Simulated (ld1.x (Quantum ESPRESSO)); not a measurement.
Results of a calculation; reference values are marked as such.
# Potentials for Si compared

Generated with ld1.x 7.5 (TM, RRKJ, ultrasoft, PAW), atompaw 4.2 or ONCVPSP 4.0.1. The cutoff is in Ry: for ld1.x and atompaw files where the sum of valence levels is converged to 10 mRy in a Bessel basis, for ONCV files where the hardest occupied wave has 1 mHa per electron of residual kinetic energy. The error is the largest all-electron minus pseudo excitation energy over each file’s own four to seven test configurations (ionisations up to +4, promotions, holes and added fractions of an electron), all of which were solved. The labels leave out finer settings (local radius, basis sizes, second energies), which also bear on the numbers. Spin-polarised tests are not counted. The rows are a selection from randomly drawn settings: files with unsolved tests, undetermined cutoffs or missed reference levels are left out.

| potential | cutoff (Ry) | largest error (meV) | bound ghosts |
| --- | --- | --- | --- |
| RRKJ, PBEsol, non-relativistic, rc 1.55/1.55/1.35 (spd), local s, core correction yes, reference 3s2 3p1 | 25 | +33 | none |
| TM, PBE, scalar-relativistic, rc 1.65/2.20 (sp), local smoothed, core correction no, reference 3s2 3p2 | 15 | +90 | none |
| TM, LDA (PZ), scalar-relativistic, rc 1.30/1.40/1.45 (spd), local smoothed, core correction no, reference 3s2 3p2 | 50 | +544 | none |
| TM, PW91, scalar-relativistic, rc 1.95/1.70 (sp), local s, core correction yes, reference 3s1.75 3p2.25 | 15 | +49 | none |
| TM, Wu–Cohen, scalar-relativistic, rc 1.75/1.75/1.40 (spd), local smoothed, core correction yes, reference 3s1.5 3p2.5 | 15 | +44 | none |
| ultrasoft, PBE, non-relativistic, rc 2.10/1.90/1.65 (spd), local smoothed, core correction yes, reference 3s2 3p2 | 6 | +30 | none |
| PAW, Wu–Cohen, non-relativistic, rc 2.10/2.45/2.40 (spd), local smoothed, core correction yes, reference 3s2 3p2 | 8 | -63 | none |
| TM, PBE, non-relativistic, rc 2.00/1.80 (sp), local s, core correction yes, reference 3s2 3p2 | 12 | +49 | none |

Q: Fill in the row for Si: TM semilocal, PBE, scalar-relativistic, rc 1.20/1.30 (sp), local p, core correction no, reference 3s2 3p0.

A: cutoff 50 Ry, largest error +79 meV, bound ghosts: none.
